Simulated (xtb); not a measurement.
C2H6Sb (SMILES [CH3][Sb][CH3]), doublet, at a GFN2-xTB geometry (the spin is typed, not shown lowest); GFN0-xTB (xtb 6.7.1).

Here is a job for xtb.
```
$ xtb mol.xyz --gfn 0 --chrg 0 --uhf 1 --json

# file mol.xyz
9

Sb     0.27142244    -0.02924782     0.31902923
C      0.47776629     0.26539580    -1.83488527
H      1.52467652     0.35027894    -2.09945736
H     -0.03861369     1.17178323    -2.13032096
H      0.04476422    -0.57752684    -2.36162937
C     -1.90478649    -0.11162358     0.15756945
H     -2.19177955    -0.93144149    -0.49127743
H     -2.27515745     0.81786858    -0.25996902
H     -2.34431331    -0.26195687     1.13605841
```

### Question
What does xtb print? Leave out banner, timings and long lists.

### Answer

```
   ID    Z sym.   atoms
    1   51 Sb     1
    2    6 C      2, 6
    3    1 H      3-5, 7-9

           -------------------------------------------------
          |                Calculation Setup                |
           -------------------------------------------------

           -------------------------------------------------
          |                 G F N 0 - x T B                 |
           -------------------------------------------------

          ...................................................
          :                      SETUP                      :
          :.................................................:
          :  # basis functions                  30          :
          :  # atomic orbitals                  29          :
          :  # shells                           19          :
          :  # electrons                        19          :
          :  electronic temp.          300.0000000     K    :
          :  accuracy                    1.0000000          :
          :  -> integral cutoff          0.2500000E+02      :
          :  -> integral neglect         0.1000000E-07      :
          ...................................................

         :::::::::::::::::::::::::::::::::::::::::::::::::::::
         ::                     SUMMARY                     ::
         :::::::::::::::::::::::::::::::::::::::::::::::::::::
         :: total energy             -10.110234725518 Eh    ::
         :: gradient norm              0.012855105498 Eh/a0 ::
         :: HOMO-LUMO gap              2.839294134345 eV    ::
         ::.................................................::
         :: H0 energy                -10.214963582242 Eh    ::
         :: repulsion energy           0.129006843876 Eh    ::
         :: electrostat energy        -0.022480856997 Eh    ::
         :: -> Gsolv                   0.000000000000 Eh    ::
         ::    -> Gsasa                0.000000000000 Eh    ::
         ::    -> Gshift               0.000000000000 Eh    ::
         :: dispersion energy         -0.001797130154 Eh    ::
         :: short-range corr.          0.000000000000 Eh    ::
         :: add. restraining           0.000000000000 Eh    ::
         :: total charge              -0.000000000000 e     ::
         :::::::::::::::::::::::::::::::::::::::::::::::::::::

           -------------------------------------------------
          |                Property Printout                |
[...]
        29                          0.6428224              17.4921
      -------------------------------------------------------------
                  HL-Gap            0.1043421 Eh            2.8393 eV
             Fermi-level            0.0000000 Eh            0.0000 eV

     #   Z          covCN         q      C6AA      α(0)
     1  51 Sb       1.777     0.266   432.378    40.312
     2   6 C        3.662    -0.534    37.326     8.862
     3   1 H        0.926     0.127     1.561     1.954
     4   1 H        0.926     0.137     1.482     1.904
     5   1 H        0.926     0.137     1.482     1.904
     6   6 C        3.662    -0.534    37.326     8.862
     7   1 H        0.926     0.137     1.482     1.904
     8   1 H        0.926     0.137     1.482     1.904
     9   1 H        0.926     0.127     1.561     1.954

 Mol. C6AA /au·bohr⁶  :       1608.369703
 Mol. C8AA /au·bohr⁸  :      92974.414443
 Mol. α(0) /au        :         69.559900

Wiberg/Mayer (AO) data.
largest (>0.10) Wiberg bond orders for each atom

 ---------------------------------------------------------------------------
     #   Z sym  total        # sym  WBO       # sym  WBO       # sym  WBO
 ---------------------------------------------------------------------------
     1  51 Sb   2.085 --     2 C    1.002     6 C    1.002
     2   6 C    3.936 --     1 Sb   1.002     3 H    0.975     4 H    0.972
                             5 H    0.972
     3   1 H    0.983 --     2 C    0.975
     4   1 H    0.987 --     2 C    0.972
     5   1 H    0.987 --     2 C    0.972
     6   6 C    3.936 --     1 Sb   1.002     9 H    0.975     7 H    0.972
                             8 H    0.972
     7   1 H    0.987 --     6 C    0.972
     8   1 H    0.987 --     6 C    0.972
     9   1 H    0.983 --     6 C    0.975
 ---------------------------------------------------------------------------

Topologies differ in total number of bonds
Writing topology from bond orders to xtbtopo.mol

 dipole moment from electron density (au)
     X       Y       Z
   0.5530  -0.0596   0.6500  total (Debye):    2.174

           -------------------------------------------------
          | TOTAL ENERGY              -10.110234725518 Eh   |
          | GRADIENT NORM               0.012855105498 Eh/α |
          | HOMO-LUMO GAP               2.839294134345 eV   |
           -------------------------------------------------

normal termination of xtb
```
